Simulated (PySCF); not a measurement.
Na(OH) (HNaO), SMILES [OH][Na].

Geometry: PBE0-D3(BJ)/def2-TZVPD. The isomer is the one that the SMILES or the coordinates give; other isomers of the formula were not compared.

Method: C-PCM-M06-2X/def2-TZVPD in PySCF.

The values are the electrostatic part of the solvation free energy, E(continuum) − E(gas) at the gas-phase geometry, in a cavity of scaled van der Waals radii (PySCF's table); cavitation and dispersion terms are not included. A continuum can't describe solvent molecules that bind to the metal. In vacuum the orbital gap is 5.63 eV. The dipole moment in vacuum is 6.66 D.

Computed values in water (ε = 78.36), chlorobenzene (ε = 5.70), 1-octanol (ε = 9.86):
| solvent | ε | ΔG(elec) (kcal/mol) | dipole (D) | gap (eV) |
|---|---|---|---|---|
| water | 78.36 | -17.7 | 7.11 | 7.77 |
| chlorobenzene | 5.70 | -14.6 | 7.04 | 7.43 |
| 1-octanol | 9.86 | -16.0 | 7.07 | 7.59 |
